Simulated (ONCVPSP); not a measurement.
**Pseudopotential generation for nitrogen (N): ONCV, Wu-Cohen, scalar-relativistic.**

ONCVPSP 4.0.1 input, shortened (lines: element, Z, core and valence counts, functional; n l f; lmax; l rc ep ncon nbas qcut; lloc lpopt rc5 dvloc0; l nproj debl; icmod fcfact rcfact), Wu-Cohen, scalar-relativistic:

```
  N 7.00    1    2  -118130      upf
    1    0    2.00
    2    0    2.00
    2    1    3.00
    1
    0    1.00    0.00    3    7    5.10
    1    1.55    0.00    4    9   10.90
    4    2    0.65    0.00
    0    1    3.90
    1    2    1.80
    0    0.00    0.00
```

- Cutoffs needed: 109 Ha and 183 Ha (the cutoffs (Ha) at which the residual kinetic energy of the hardest occupied pseudo-wave falls to 1 and 0.1 mHa per electron)
- Ghost test: no bound ghost flagged; no localised positive-energy state flagged
- Largest excitation error: +593 meV (all-electron minus pseudo) for 2s2 2p0, out of 4 test configurations
